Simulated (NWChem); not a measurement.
# Basis-set dependence for As

```
As
```
Charge 0, spin multiplicity 4.

The numbers come from NWChem runs, not from measurements.

Hartree-Fock energies in Ha, correlation energies in mHa.

The Hamiltonian is non-relativistic. The correlated methods keep 9 core orbitals frozen. No SCF solution was tested for a lower state. Open-shell Hartree-Fock references start from PBE0 orbitals. Coupled-cluster values serve here as a point of comparison, not as the truth.

```json
[
 {"basis": "3-21G", "functions": "22", "UHF": "-2223.43538", "UMP2": "-11.8", "SCS-UMP2": "-11.4", "CCSD on ROHF": "-15.8", "CCSD[T] on ROHF": "-15.8", "CCSD(T) on ROHF": "-15.8", "CCSD on UHF": "-15.7", "CCSD[T] on UHF": "-15.7", "CCSD(T) on UHF": "-15.7", "CCSDT on ROHF": "-15.8"},
 {"basis": "def2-SVP", "functions": "32", "UHF": "-2233.91692", "UMP2": "-177.5", "SCS-UMP2": "-160.8", "CCSD on ROHF": "-183.7", "CCSD[T] on ROHF": "-187.8", "CCSD(T) on ROHF": "-187.4", "CCSD on UHF": "-182.9", "CCSD[T] on UHF": "-186.9", "CCSD(T) on UHF": "-186.6", "CCSDT on ROHF": "-187.4"},
 {"basis": "def2-TZVP", "functions": "48", "UHF": "-2234.19417", "UMP2": "-195.7", "SCS-UMP2": "-177.2", "CCSD on ROHF": "-202.5", "CCSD[T] on ROHF": "-209.7", "CCSD(T) on ROHF": "-209.2", "CCSD on UHF": "-201.5", "CCSD[T] on UHF": "-208.3", "CCSD(T) on UHF": "-207.9", "CCSDT on ROHF": "not run"},
 {"basis": "def2-QZVP", "functions": "75", "UHF": "-2234.23914", "UMP2": "-254.0", "SCS-UMP2": "-230.1", "CCSD on ROHF": "-254.6", "CCSD[T] on ROHF": "-263.3", "CCSD(T) on ROHF": "-262.7", "CCSD on UHF": "-253.5", "CCSD[T] on UHF": "-261.7", "CCSD(T) on UHF": "-261.2", "CCSDT on ROHF": "not run"}
]
```

From def2-TZVP to def2-QZVP the Hartree-Fock energy moves by -45.0 mHa and the UMP2 correlation energy by -58.3 mHa, which is 23 % of its value in the larger set.
